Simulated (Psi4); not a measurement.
HO2 (SMILES [O]O), doublet, geometry from GFN2-xTB; CCSD(T)/6-31G** run with Psi4 1.11.

The Psi4 input:
```
memory 2 GB

molecule {
0 2
O     0.06734955    0.70545160   -0.04079075
O     0.02832837   -0.59600105   -0.02035813
H    -0.76542330   -0.87560443    0.48919096
}

set {
  basis 6-31g**
  reference uhf
  freeze_core true
  mp2_type conv
  scf_type pk
  puream true
  d_convergence 1e-8
}

energy('ccsd(t)')
print_variables()
```

Task: What does Psi4 print? Leave out banner, timings and long lists.

Result: 
```
   => Loading Basis Set <=

    Name: 6-31G**
    Role: ORBITAL
    Keyword: BASIS

         ---------------------------------------------------------
                                   SCF
               by Justin Turney, Rob Parrish, Andy Simmonett
                          and Daniel G. A. Smith
                              UHF Reference
         ---------------------------------------------------------

  ==> Geometry <==

    Molecular point group: cs
    Full point group: Cs

    Geometry (in Angstrom), charge = 0, multiplicity = 2:

       Center              X                  Y                   Z               Mass
    ------------   -----------------  -----------------  -----------------  -----------------
         O            0.051414327124     0.679143843686     0.000000000000    15.994914619570
         O            0.007542443419    -0.622314723637     0.000000000000    15.994914619570
         H           -0.935686732254    -0.901919374912     0.000000000000     1.007825032230

  Running in cs symmetry.

  Rotational constants: A =     21.21300  B =      1.16079  C =      1.10056 [cm^-1]
  Rotational constants: A = 635949.71246  B =  34799.56091  C =  32994.10321 [MHz]
  Nuclear repulsion =   32.582231991250524

  Charge       = 0
  Multiplicity = 2
  Electrons    = 17
  Nalpha       = 9
  Nbeta        = 8

  ==> Algorithm <==

  SCF Algorithm Type is PK.
  DIIS enabled.
  MOM disabled.
  Fractional occupation disabled.
  Guess Type is SAD.
  Energy threshold   = 1.00e-08
  Density threshold  = 1.00e-08
  Integral threshold = 1.00e-12

  ==> Primary Basis <==

  Basis Set: 6-31G**
    Blend: 6-31G**
    Number of shells: 15
    Number of basis functions: 33
    Number of Cartesian functions: 35
    Spherical Harmonics?: true
    Max angular momentum: 2

  ==> Integral Setup <==

  Using in-core PK algorithm.
   Calculation information:
      Number of atoms:                   3
      Number of AO shells:              15
      Number of primitives:             35
      Number of atomic orbitals:        35
      Number of basis functions:        33

      Integral cutoff                 1.00e-12
      Number of threads:                 1

  Performing in-core PK
  Using 315282 doubles for integral storage.
  We computed 7257 shell quartets total.
  Whereas there are 7260 unique shell quartets.

  ==> DiskJK: Disk-Based J/K Matrices <==

    J tasked:                  Yes
    K tasked:                  Yes
    wK tasked:                  No
    Schwarz Cutoff:          1E-12

  Minimum eigenvalue in the overlap matrix is 1.4129716867E-02.
  Reciprocal condition number of the overlap matrix is 4.1174468794E-03.
    Using symmetric orthogonalization.

  ==> Pre-Iterations <==

  SCF Guess: Superposition of Atomic Densities via on-the-fly atomic UHF (no occupation information).

   -------------------------
    Irrep   Nso     Nmo
   -------------------------
     A'        24      24
     A"         9       9
   -------------------------
    Total      33      33
   -------------------------

  ==> Iterations <==

                        Total Energy        Delta E     RMS |[F,P]|

   @UHF iter SAD:  -149.41091358215704   -1.49411e+02   0.00000e+00
   @UHF iter   1:  -150.10817859388871   -6.97265e-01   1.19138e-02 DIIS/ADIIS
   @UHF iter   2:  -150.15379199086726   -4.56134e-02   6.64215e-03 DIIS/ADIIS
   @UHF iter   3:  -150.16467003009924   -1.08780e-02   2.32796e-03 DIIS/ADIIS
   @UHF iter   4:  -150.16871590460363   -4.04587e-03   1.41439e-03 DIIS/ADIIS
   @UHF iter   5:  -150.17110321554730   -2.38731e-03   8.44335e-04 DIIS/ADIIS
   @UHF iter   6:  -150.17282606319691   -1.72285e-03   3.66854e-04 DIIS/ADIIS
   @UHF iter   7:  -150.17308782875466   -2.61766e-04   1.46304e-04 DIIS/ADIIS
   @UHF iter   8:  -150.17311749788917   -2.96691e-05   6.76680e-05 DIIS
   @UHF iter   9:  -150.17312451346217   -7.01557e-06   3.56103e-05 DIIS
   @UHF iter  10:  -150.17312698443843   -2.47098e-06   1.11678e-05 DIIS
[...]
  @UHF Final Energy:  -150.17312720195093
    Total Energy =                       -150.1731272019509333
[...]
              4   0        -0.0178582755
              5  18         0.0135293881
              1   1         0.0101675462
              4   2        -0.0082123073
              4   4         0.0077343846
              2   1         0.0075732129
              3   5         0.0071938373
              3  12        -0.0071106420

    Largest TIJAB Amplitudes:
      6   3  17   1         0.0131701325
      4   3   4   1        -0.0130477953
      5   3  17   4        -0.0118011957
      4   3   4   3         0.0117178413
      6   3  19   1         0.0115384286
      5   4  17   6        -0.0111970727
      6   4  17   4         0.0107746934
      6   4  18   6        -0.0106661111
      6   3  18   4        -0.0103224081
      6   3  17   3        -0.0103102711

    Largest Tijab Amplitudes:
      5   3  17   1         0.0476256999
      5   2  17   1         0.0225050196
      5   3  17   3        -0.0184262765
      5   4  17   4         0.0169907069
      5   3  17   0         0.0145420619
      5   1  17   7        -0.0132842110
      5   4  17   3        -0.0129684477
      5   0  17   1        -0.0123825079
      4   3   4   1        -0.0123647059
      4   3   4   3         0.0116080227

    Largest TIjAb Amplitudes:
      3   5   1  17         0.0559151543
      3   3   1   1        -0.0554198209
      6   5  17  17        -0.0368211919
      2   5   1  17         0.0336469417
      6   5  18  18        -0.0288159397
      2   2   1   1        -0.0260194603
      4   4   1   1        -0.0252364874
      2   3   1   1        -0.0243156776
      2   2   2   2        -0.0235692830
      5   5  17  18        -0.0230898328

    SCF energy       (wfn)                    = -150.173127201950933
    Reference energy (file100)                = -150.173127201950848

    Opposite-spin MP2 correlation energy      =   -0.240598715676594
    Same-spin MP2 correlation energy          =   -0.088292705096743
    Singles MP2 correlation energy            =   -0.000000000000000
    MP2 correlation energy                    =   -0.328891420773337
      * MP2 total energy                      = -150.502018622724194

    Opposite-spin CCSD correlation energy     =   -0.267876989134796
    Same-spin CCSD correlation energy         =   -0.080327751754462
    Singles CCSD correlation energy           =   -0.000000000000000
    CCSD correlation energy                   =   -0.348204740889258
      * CCSD total energy                     = -150.521331942840106

            **************************
            *                        *
            *        CCTRIPLES       *
            *                        *
            **************************

    Wave function   =    CCSD_T
    Reference wfn   =      UHF

    Nuclear Rep. energy (wfn)                =   32.582231991250524
    SCF energy          (wfn)                = -150.173127201950933
    Reference energy    (file100)            = -150.173127201950848
    CCSD energy         (file100)            =   -0.348204740889258
    Total CCSD energy   (file100)            = -150.521331942840106

    Number of ijk index combinations:
    Spin Case AAA:                                  35
    Spin Case BBB:                                  20
    Spin Case AAB:                                 126
    Spin Case ABB:                                 105
    AAA (T) energy                             =   -0.000117320434820
    BBB (T) energy                             =   -0.000250444853556
    AAB (T) energy                             =   -0.003761220959672
    ABB (T) energy                             =   -0.003949666374827
    (T) energy                                   =   -0.008078652622875
      * CCSD(T) total energy                     = -150.529410595462991

  Variable Map:
  ----------------------------------------------------------------------------
[...]
  Array Variable Map:
  ----------------------------------------------------------------------------
[...]
[...]
```
